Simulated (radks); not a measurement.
Problem. Radial electron density D(r) = 4 pi r^2 rho(r) of an atom or ion with 16 electrons. Calculated with a radial shooting solver on a logarithmic mesh with Libxc functionals: scalar-relativistic Kohn-Sham, SCAN, spin-polarised, spherical densities, finite nucleus; meta-GGA in the generalised Kohn-Sham scheme; Fermi nuclear charge, rms radius of each element as measured or else 0.836 A^(1/3) + 0.57 fm.

```
   r/bohr * D(r) (the largest magnitude, 19.7, reaches the edge; | marks zero)
  0.01116 |         *
  0.01419 |             *
  0.01804 |                   *
  0.02312 |                           *
  0.02939 |                                    *
  0.03736 |                                            *
   0.0475 |                                                   *
  0.06038 |                                                      *
  0.07737 |                                                    *
  0.09836 |                                             *
    0.125 |                                      *
    0.159 |                                    *
   0.2021 |                                         *
    0.259 |                                                  *
   0.3292 |                                                     *
   0.4185 |                                             *
    0.532 |                             *
   0.6763 |              *
   0.8597 |         *
    1.102 |          *
    1.401 |           *
     1.78 |        *
    2.263 |    *
    2.877 | *
    3.687 *
    4.687 *
    5.959 *
```

What is the nuclear charge?

Solution. Z = 17. The innermost maximum, from 1s, lies near gamma/Z bohr with gamma = sqrt(1 - (Z/c)^2) = 0.992, here 0.0584 bohr (found: 0.0618), and its height grows with Z. The density is that of the chlorine ion Cl+ in [Ne] 3s2 3p4; the configuration itself is not fixed sharply by these data, and Z only to about a unit. D(r) has 3 maxima, at r = 0.0618, 0.314, 1.30 bohr, and minima at 0.152, 0.895 bohr, inside which lie 2.18, 10.36 electrons.
